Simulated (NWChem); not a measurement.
# CHCl₂F; SMILES FC(Cl)Cl

Program: NWChem. Medium grid unless said otherwise, to which SCAN and Minnesota functionals are sensitive. The geometry was optimised at PBE0/def2-SVP. Computed dipoles belong to the equilibrium geometry; the measured one is vibrationally averaged.

Measured dipole moment: 1.29 D (NIST CCCBDB, as tabulated in the package chemicals).

```
level                                   dipole moment (D)  computed − measured  relative time (rough)
--------------------------------------  -----------------  -------------------  ---------------------
LDA (Slater exchange, VWN5)/def2-TZVPD               1.19                -0.10                      1
PBE/def2-TZVPD                                       1.17                -0.12                      1
BLYP/def2-TZVPD                                      1.18                -0.11                      1
TPSS/def2-TZVPD                                      1.20                -0.09                      1
r2SCAN/def2-TZVPD                                    1.22                -0.07                      1
B3LYP/def2-TZVPD                                     1.23                -0.06                      1
PBE0/def2-TZVPD                                      1.24                -0.05                      1
M06-2X/def2-TZVPD                                    1.28                -0.01                      1
CAM-B3LYP/def2-TZVPD                                 1.27                -0.02                     10
Hartree-Fock/def2-TZVPD                              1.39                +0.10                      1
```
